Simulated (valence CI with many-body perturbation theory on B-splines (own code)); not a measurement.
# Ce36+ in brief

Method: relativistic CI+MBPT: four valence electrons over a frozen Dirac-Fock core [Ar], radial functions for each j: 7 s, 7 p, 8 d, 6 f, 4 g, 1 h, with the one-electron correlation potential Σ1 (screened to all orders), the two-electron term Σ2, the three-electron term Σ3, Breit, model QED; selected single and double excitations, second order for the rest, scaled by the run's own slope (own B-spline code, finite nucleus).

No measured spectrum was set against this ion. As an estimate, large intervals hold to a few tenths of a per cent, small ones and those within an open d or f shell to about a per cent. Only levels of the ground parity were solved; by the run's estimate the other parity begins above the list, which can be wrong where configurations are misplaced.

Levels are named by their leading jj configuration (3d3/2^4 stands for four electrons in 3d with j = 3/2), which in mixed levels can hold well under half, so a name can repeat and another be missing.

Rates and lifetimes use the calculated energies. Strong lines usually hold to 10 to 20 %, long lifetimes can be off by a factor of two.

**Question.** What is the ground level?

**Answer.** (3d3/2^4) J=0, composition 54 % 3d⁴ ³P + 36 % 3d⁴ ⁵D + 10 % 3d⁴ ¹S.

**Question.** Name the longest-lived excited levels whose lifetime is computed, and their main decay.

**Answer.** (3d3/2^2 3d5/2^2) J=6 at 386870 cm⁻¹ lives 20.7 ms, mostly by M1 to (3d3/2^2 3d5/2^2) J=5. The lifetime of (3d3/2^3 3d5/2) J=4 is too uncertain to give, and may be longer.

**Question.** What is the ionisation energy?

**Answer.** 2501.1 eV; NIST lists 2500 ± 5 eV (theoretical).

**Question.** How well does LS coupling describe the low levels?

**Answer.** Among the lowest 20 levels the leading LS term, summed over configurations, holds 51 % on average. For single configurations the figures are 51 % in LS and 86 % in jj coupling. Terms mix most in the J = 4 level at 202190 cm⁻¹, where the leading one holds 31 %.
